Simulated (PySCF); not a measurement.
C2H5BCl (calculated)

Calculation on a computer-drawn molecule: the log of a Hartree-Fock and frozen-core CCSD(T) single point meant for a local Hartree-Fock minimum, with one planted fault or none, to be diagnosed. Offsets are logged minus clean, where the clean run is the same molecule without the fault. The reference is restricted for singlets and unrestricted otherwise, and also for a bond in bohr or an excited solution. Adding or removing an electron swaps singlet and doublet. The excited solution moves the top pair (singlet) or top alpha electron (doublet) to the lowest empty orbital. Highest occupied and lowest empty are orbital energies over both spins, largest force is the largest gradient component, triples share is (T) over the correlation energy, the T1 limit is 0.02 restricted and 0.045 unrestricted, electrons count all cores, a negative frequency is imaginary (commonest isotopes), and the dipole is about the centre of nuclear charge. Program: PySCF 2.14.0.

```xyz
9
formula=C2H5BCl meant_charge=0 meant_multiplicity=2 meant_basis=cc-pV(D+d)Z logged_electrons=39 logged_basis_functions=90 logged_SCF_converged=yes logged_spin_squared=0.7651 logged_highest_occupied=-9.5605 logged_lowest_empty=2.0768 logged_largest_force=4.277e-05 logged_lowest_frequency=70.756 logged_T1_diagnostic=0.014581 logged_D1_diagnostic=0.061527 logged_triples_share=0.027496 logged_CC_converged=yes logged_dipole_magnitude=1.4967 logged_SCF_stable_within_its_kind=yes logged_energy_HF=-562.83819 logged_energy_CCSD(T)=-563.38537 possible_faults=no_fault,one_electron_removed,one_electron_added,multiplicity_raised_by_two,geometry_at_a_saddle_point,SCF_held_on_an_excited_solution,minimal_basis_STO-3G,one_bond_length_entered_in_bohr,all_coordinates_scaled
C      0.1742     1.9457    -0.4022
C      0.9453     1.3956     0.7706
B      2.3899     1.0906     0.2186
Cl     3.7112     2.2533     0.4286
H      0.2531     2.9942    -0.6617
H     -0.2682     1.2776    -1.1309
H      0.9641     2.1185     1.5879
H      0.4745     0.4744     1.1248
H      2.6445     0.1104    -0.4143
```

Units: logged_highest_occupied, logged_lowest_empty in eV; logged_largest_force in hartree/bohr; logged_lowest_frequency in cm⁻¹; logged_dipole_magnitude in debye; logged_energy_HF, logged_energy_CCSD(T) in hartree.

Drawn bonds:
| atom | other atom | order |
| --- | --- | --- |
| 1 | 2 | 1 |
| 2 | 3 | 1 |
| 3 | 4 | 1 |
| 1 | 5 | 1 |
| 1 | 6 | 1 |
| 2 | 7 | 1 |
| 2 | 8 | 1 |
| 3 | 9 | 1 |

**Q.** Which fault was planted in the run of C2H5BCl?
**A.** no fault

Further results for C2H5BCl:

```
HF energy offset from clean run      : 0 kcal/mol
CCSD(T) energy offset from clean run : 0 kcal/mol
```
